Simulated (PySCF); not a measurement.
**F⁺ (fluorine, charge +1) across methods**

[He] 2s2 2p4, high-spin 3P determinant. Computed with PySCF 2.14 in dyall-acv3z, with scalar relativity by spin-free X2C-1e.

```json
{"method": "UHF", "E (hartree)": "-98.92851", "mean ε 2s β (eV)": "-54.350", "mean ε 2p α (eV)": "-40.716", "mean ε 2p β (eV)": "-35.643", "Σ⟨r²⟩ (bohr²)": "7.083", "⟨S²⟩": "2.005"}
{"method": "CAM-B3LYP", "E (hartree)": "-99.1906", "mean ε 2s β (eV)": "-49.067", "mean ε 2p α (eV)": "-34.296", "mean ε 2p β (eV)": "-30.650", "Σ⟨r²⟩ (bohr²)": "7.225", "⟨S²⟩": "2.002"}
{"method": "LDA", "E (hartree)": "-98.5416", "mean ε 2s β (eV)": "-44.592", "mean ε 2p α (eV)": "-30.015", "mean ε 2p β (eV)": "-26.173", "Σ⟨r²⟩ (bohr²)": "7.270", "⟨S²⟩": "2.002"}
{"method": "BLYP", "E (hartree)": "-99.2071", "mean ε 2s β (eV)": "-44.590", "mean ε 2p α (eV)": "-29.791", "mean ε 2p β (eV)": "-26.487", "Σ⟨r²⟩ (bohr²)": "7.254", "⟨S²⟩": "2.002"}
{"method": "revPBE", "E (hartree)": "-99.1864", "mean ε 2s β (eV)": "-44.529", "mean ε 2p α (eV)": "-29.831", "mean ε 2p β (eV)": "-26.414", "Σ⟨r²⟩ (bohr²)": "7.230", "⟨S²⟩": "2.002"}
{"method": "M06-L", "E (hartree)": "-99.2126", "mean ε 2s β (eV)": "-44.928", "mean ε 2p α (eV)": "-30.700", "mean ε 2p β (eV)": "-27.011", "Σ⟨r²⟩ (bohr²)": "7.074", "⟨S²⟩": "2.004"}
{"method": "PBE0", "E (hartree)": "-99.1296", "mean ε 2s β (eV)": "-47.372", "mean ε 2p α (eV)": "-32.772", "mean ε 2p β (eV)": "-29.021", "Σ⟨r²⟩ (bohr²)": "7.175", "⟨S²⟩": "2.002"}
{"method": "PBE", "E (hartree)": "-99.1165", "mean ε 2s β (eV)": "-44.552", "mean ε 2p α (eV)": "-29.876", "mean ε 2p β (eV)": "-26.440", "Σ⟨r²⟩ (bohr²)": "7.237", "⟨S²⟩": "2.002"}
{"method": "r2SCAN", "E (hartree)": "-99.1776", "mean ε 2s β (eV)": "-45.011", "mean ε 2p α (eV)": "-30.844", "mean ε 2p β (eV)": "-27.035", "Σ⟨r²⟩ (bohr²)": "7.151", "⟨S²⟩": "2.003"}
```
